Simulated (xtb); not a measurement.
HCl3OTi (SMILES [OH][Ti]([Cl])([Cl])[Cl]), singlet, geometry from GFN2-xTB (such geometries of metal compounds can be far from the true shape), atoms displaced at random by about 0.06 Å a coordinate; GFN2-xTB (xtb 6.7.1).

Input for xtb:
```
$ xtb mol.xyz --gfn 2 --chrg 0 --uhf 0 --opt --json

# file mol.xyz
6

Ti    -0.30507987     0.26522742    -0.00366513
Cl     1.31218712     1.43213991    -0.64801092
Cl     0.38799439    -0.56670698     1.85510586
Cl    -0.32839651    -1.55010897    -1.24365530
O     -1.85644139     0.93135837     0.04639854
H     -2.56789511     1.46147460     0.14609079
```

**Question.** What does xtb print? Leave out banner, timings and long lists.

**Answer.** 
```
   ID    Z sym.   atoms
    1   22 Ti     1
    2   17 Cl     2-4
    3    8 O      5
    4    1 H      6

           -------------------------------------------------
          |                Calculation Setup                |
           -------------------------------------------------

           -------------------------------------------------
          |                 G F N 2 - x T B                 |
           -------------------------------------------------

          ...................................................
          :                      SETUP                      :
          :.................................................:
          :  # basis functions                  45          :
          :  # atomic orbitals                  41          :
          :  # shells                           15          :
          :  # electrons                        32          :
          :  max. iterations                   250          :
          :  Hamiltonian                  GFN2-xTB          :
          :  restarted?                      false          :
          :  GBSA solvation                  false          :
          :  PC potential                    false          :
          :  electronic temp.          300.0000000     K    :
          :  accuracy                    1.0000000          :
          :  -> integral cutoff          0.2500000E+02      :
          :  -> integral neglect         0.1000000E-07      :
          :  -> SCF convergence          0.1000000E-05 Eh   :
          :  -> wf. convergence          0.1000000E-03 e    :
          :  Broyden damping             0.4000000          :
          :  net charge                          0          :
          :  unpaired electrons                  0          :
          ...................................................

 iter      E             dE          RMSdq      gap      omega  full diag
   1    -20.0691399 -0.200691E+02  0.619E+00    2.76       0.0  T
   2    -20.1269766 -0.578367E-01  0.483E+00    3.29       1.0  T
   3    -20.1334969 -0.652026E-02  0.309E+00    3.07       1.0  T
   4    -20.1347689 -0.127200E-02  0.643E-01    3.01       1.0  T
   5    -20.1348705 -0.101580E-03  0.387E-01    2.95       1.0  T
   6    -20.1349077 -0.372582E-04  0.330E-01    2.99       1.0  T
   7    -20.1350074 -0.997040E-04  0.102E-01    2.97       1.0  T
   8    -20.1350100 -0.252045E-05  0.952E-02    2.99       1.0  T
   9    -20.1350218 -0.118318E-04  0.383E-02    2.97       1.1  T
  10    -20.1350221 -0.269756E-06  0.187E-02    2.97       2.2  T
  11    -20.1350224 -0.319610E-06  0.390E-03    2.98      10.5  T
  12    -20.1350224 -0.235130E-07  0.317E-03    2.98      12.9  T
  13    -20.1350224 -0.165334E-07  0.132E-03    2.98      30.8  T
  14    -20.1350224 -0.290954E-08  0.443E-04    2.98      92.2  T
  15    -20.1350224 -0.317268E-09  0.223E-04    2.98     183.3  T

   *** convergence criteria satisfied after 15 iterations ***

         :::::::::::::::::::::::::::::::::::::::::::::::::::::
         ::                     SUMMARY                     ::
         :::::::::::::::::::::::::::::::::::::::::::::::::::::
         :: total energy             -20.060702954007 Eh    ::
         :: gradient norm              0.118072421101 Eh/a0 ::
         :: HOMO-LUMO gap              2.975102006035 eV    ::
         ::.................................................::
         :: SCC energy               -20.135016868168 Eh    ::
         :: -> isotropic ES            0.071560938437 Eh    ::
         :: -> anisotropic ES         -0.000809680253 Eh    ::
         :: -> anisotropic XC         -0.002691723287 Eh    ::
         :: -> dispersion             -0.005298817670 Eh    ::
         :: repulsion energy           0.074313914162 Eh    ::
         :: add. restraining           0.000000000000 Eh    ::
         :: total charge              -0.000000000000 e     ::
         :::::::::::::::::::::::::::::::::::::::::::::::::::::

[...]
 * total energy  :   -20.0607030 Eh     change       -0.1541736E-09 Eh
 * total energy  :   -20.0670445 Eh     change       -0.6341568E-02 Eh
 * total energy  :   -20.0674215 Eh     change       -0.3770076E-03 Eh
 * total energy  :   -20.0675528 Eh     change       -0.1313083E-03 Eh
 * total energy  :   -20.0676120 Eh     change       -0.5915614E-04 Eh
 * total energy  :   -20.0676632 Eh     change       -0.5124612E-04 Eh
 * total energy  :   -20.0677106 Eh     change       -0.4735866E-04 Eh
 * total energy  :   -20.0677959 Eh     change       -0.8533468E-04 Eh
 * total energy  :   -20.0678469 Eh     change       -0.5093757E-04 Eh
 * total energy  :   -20.0678831 Eh     change       -0.3621961E-04 Eh
 * total energy  :   -20.0678897 Eh     change       -0.6603199E-05 Eh
 * total energy  :   -20.0678902 Eh     change       -0.4856194E-06 Eh
   *** GEOMETRY OPTIMIZATION CONVERGED AFTER 12 ITERATIONS ***
         :: total energy             -20.067890179184 Eh    ::
[...]
         8        2.0000           -0.5137768             -13.9806
         9        2.0000           -0.4702166             -12.7952
        10        2.0000           -0.4629072             -12.5963
        11        2.0000           -0.4628815             -12.5956
        12        2.0000           -0.4528943             -12.3239
        13        2.0000           -0.4528847             -12.3236
        14        2.0000           -0.4475005             -12.1771
        15        2.0000           -0.4474741             -12.1764
        16        2.0000           -0.4438674             -12.0782 (HOMO)
        17                         -0.3253417              -8.8530 (LUMO)
        18                         -0.3252207              -8.8497
        19                         -0.2811741              -7.6511
        20                         -0.2810253              -7.6471
        21                         -0.2753725              -7.4933
        22                         -0.0189677              -0.5161
        23                          0.0165027               0.4491
        24                          0.0165119               0.4493
        25                          0.0168831               0.4594
        26                          0.0171954               0.4679
        27                          0.0173231               0.4714
       ...                                ...                  ...
        41                          0.8115860              22.0844
      -------------------------------------------------------------
                  HL-Gap            0.1185256 Eh            3.2252 eV
             Fermi-level           -0.3846046 Eh          -10.4656 eV

     #   Z          covCN         q      C6AA      α(0)
     1  22 Ti       3.009     0.997   103.246    24.812
     2  17 Cl       0.765    -0.264   107.369    15.850
     3  17 Cl       0.765    -0.265   107.392    15.852
     4  17 Cl       0.765    -0.264   107.376    15.851
     5   8 O        1.532    -0.552    24.128     6.626
     6   1 H        0.807     0.348     0.592     1.208

 Mol. C6AA /au·bohr⁶  :       2110.797392
 Mol. C8AA /au·bohr⁸  :     107160.596003
 Mol. α(0) /au        :         80.199954

Wiberg/Mayer (AO) data.
largest (>0.10) Wiberg bond orders for each atom

 ---------------------------------------------------------------------------
     #   Z sym  total        # sym  WBO       # sym  WBO       # sym  WBO
 ---------------------------------------------------------------------------
     1  22 Ti   4.708 --     5 O    1.218     2 Cl   1.148     4 Cl   1.148
                             3 Cl   1.147
     2  17 Cl   1.288 --     1 Ti   1.148
     3  17 Cl   1.287 --     1 Ti   1.147
     4  17 Cl   1.288 --     1 Ti   1.148
     5   8 O    2.185 --     1 Ti   1.218     6 H    0.828
     6   1 H    0.879 --     5 O    0.828
 ---------------------------------------------------------------------------

Topologies differ in total number of bonds
Writing topology from bond orders to xtbtopo.mol

molecular dipole:
                 x           y           z       tot (Debye)
 q only:       -1.168       0.627       0.058
   full:       -1.477       0.793       0.077       4.266
molecular quadrupole (traceless):
                xx          xy          yy          xz          yz          zz
 q only:        5.257      -5.064      -1.241      -0.455       0.247      -4.016
  q+dip:        7.418      -7.140      -1.767      -0.642       0.347      -5.650
   full:        7.507      -7.224      -1.786      -0.652       0.352      -5.721

optimized geometry written to: xtbopt.xyz

           -------------------------------------------------
          | TOTAL ENERGY              -20.067890179184 Eh   |
          | GRADIENT NORM               0.000654931493 Eh/α |
          | HOMO-LUMO GAP               3.225246141946 eV   |
           -------------------------------------------------

normal termination of xtb
```
